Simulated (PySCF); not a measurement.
C₇H₁₄BN₂ (charge +1).
Numbering: `[CH3:1][B:2]([CH3:3])[N@@H+:4]1[CH2:5][CH2:6][C@@H:7]([C:8]#[N:9])[CH2:10]1` (hydrogens: H11, H12, H13 on C1; H14, H15, H16 on C3; H17 on N4; H18, H19 on C5; H20, H21 on C6; H22 on C7; H23, H24 on C10)

Theory: PBE0-D3(BJ)/def2-SVP geometry optimisation, gas phase in PySCF 2.14.0.

Question: What internal coordinates does the optimisation give?

Answer: 
| bond | length (bohr) |
| --- | --- |
| C1–B2, B2–C3 | 2.919 |
| B2–N4 | 2.947 |
| N4–C5 | 2.885 |
| C5–C6 | 2.890 |
| C6–C7 | 2.902 |
| C7–C8 | 2.765 |
| C8≡N9 | 2.186 |
| C7–C10 | 2.888 |
| N4–C10 | 2.835 |
| C1–H11, C3–H16 | 2.095 |
| C1–H12 and 3 like bonds | 2.080 |
| N4–H17 | 1.938 |
| C5–H18 | 2.074 |
| C5–H19 | 2.076 |
| C6–H20 | 2.078 |
| C6–H21 | 2.074 |
| C7–H22 | 2.079 |
| C10–H23 | 2.074 |
| C10–H24 | 2.074 |

Bonds in one row agree within 0.02 bohr and their mean is given. A selection of angles:
| angle | degrees |
| --- | --- |
| C1–B2–C3 | 127.4 |
| C1–B2–N4 | 117.5 |
| C3–B2–N4 | 115.1 |
| B2–N4–C5 | 110.7 |
| B2–N4–C10 | 116.6 |
| C5–N4–C10 | 106.6 |
| N4–C5–C6 | 105.4 |
| C5–C6–C7 | 104.0 |
| C6–C7–C8 | 111.1 |
| C6–C7–C10 | 101.2 |
| C8–C7–C10 | 109.5 |
| C7–C8–N9 | 174.5 |
| N4–C10–C7 | 103.0 |
| H17–N4–B2 | 109.0 |
| H17–N4–C5 | 106.7 |
| H17–N4–C10 | 106.8 |

Dihedral angles: C1–B2–N4–C5 71° (synclinal); B2–N4–C5–C6 -134° (anticlinal); N4–C5–C6–C7 -21° (synperiplanar); C5–C6–C7–C8 -76° (synclinal); C6–C7–C10–N4 -44° (synclinal); B2–N4–C10–C7 155° (antiperiplanar).

The 5-membered ring N4–C5–C6–C7–C10 has internal angles of 101.2° to 106.6°; it is puckered, 0.19 Å rms from its mean plane, widest ring torsion 44°. B2 (three-coordinate boron) is planar (angles 127.4°, 117.5° and 115.1°, sum 360.0°, 0.01 Å off the plane of its three neighbours). N4 (boron-bound nitrogen) is distorted tetrahedral (angles from 106.6° to 116.6°). Of the pairs four or more bonds apart, C1···H23 is among the closest relative to their van der Waals radii: 2.67 Å, 92 % of the sum of Bondi's values. The 3 C–N bonds span 1.157 Å (C8≡N9, drawn triple) to 1.527 Å (N4–C5, drawn single), a spread of 0.370 Å. The 4 C–C bonds span 1.463 Å (C7–C8, drawn single) to 1.536 Å (C6–C7, drawn single), a spread of 0.073 Å.

Point group: C1 (no symmetry element, even within 0.4 Å). Not checked by PBE0-D3(BJ)/def2-SVP frequencies.

Rough CPU time on one thread of a shared machine: about 9 min. This is the geometry optimisation.

One conformer stands for the species.
